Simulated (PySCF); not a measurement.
BP86 on Mn⁺ (manganese, charge +1)

Configuration: [Ar] 3d5 4s1, high-spin 7S determinant. Computed with PySCF 2.14 in aug-cc-pVDZ-DK (7s6p4d2f, 59 functions), with scalar relativity by spin-free X2C-1e.

```json
{"Total energy": "-1158.439 hartree", "One-electron energy": "-1586.978 hartree", "Hartree (Coulomb) energy": "481.126 hartree", "Exchange-correlation energy": "-52.587 hartree", "⟨S²⟩": "12.0001", "⟨L²⟩": "0.000", "Sum of ⟨r⟩": "17.89 bohr", "Sum of ⟨r²⟩": "25.64 bohr²", "Langevin diamagnetic susceptibility": "-20.3 ×10⁻⁶ cm³/mol", "Time after the integrals": "1.1 s of wall time on 1 thread of Neoverse-V1 (shared host)"}
```

```json
{"shell": "1s α", "electrons": "1", "mean orbital energy (eV)": "-6435.1", "rms radius, mean of both spins (bohr)": "0.0703"}
{"shell": "1s β", "electrons": "1", "mean orbital energy (eV)": "-6435.1", "rms radius, mean of both spins (bohr)": "0.0703"}
{"shell": "2s α", "electrons": "1", "mean orbital energy (eV)": "-752.57", "rms radius, mean of both spins (bohr)": "0.303"}
{"shell": "2s β", "electrons": "1", "mean orbital energy (eV)": "-750.54", "rms radius, mean of both spins (bohr)": "0.303"}
{"shell": "2p α", "electrons": "3", "mean orbital energy (eV)": "-638.72", "rms radius, mean of both spins (bohr)": "0.274"}
{"shell": "2p β", "electrons": "3", "mean orbital energy (eV)": "-637.14", "rms radius, mean of both spins (bohr)": "0.274"}
{"shell": "3s α", "electrons": "1", "mean orbital energy (eV)": "-95.655", "rms radius, mean of both spins (bohr)": "0.916"}
{"shell": "3s β", "electrons": "1", "mean orbital energy (eV)": "-90.508", "rms radius, mean of both spins (bohr)": "0.916"}
{"shell": "3p α", "electrons": "3", "mean orbital energy (eV)": "-64.365", "rms radius, mean of both spins (bohr)": "0.987"}
{"shell": "3p β", "electrons": "3", "mean orbital energy (eV)": "-59.294", "rms radius, mean of both spins (bohr)": "0.987"}
{"shell": "3d α", "electrons": "5", "mean orbital energy (eV)": "-16.428", "rms radius, mean of both spins (bohr)": "1.33"}
{"shell": "4s α", "electrons": "1", "mean orbital energy (eV)": "-12.734", "rms radius, mean of both spins (bohr)": "2.93"}
```

Densities and radii are taken from the X2C orbitals without a picture-change correction, which distorts them close to the nucleus.
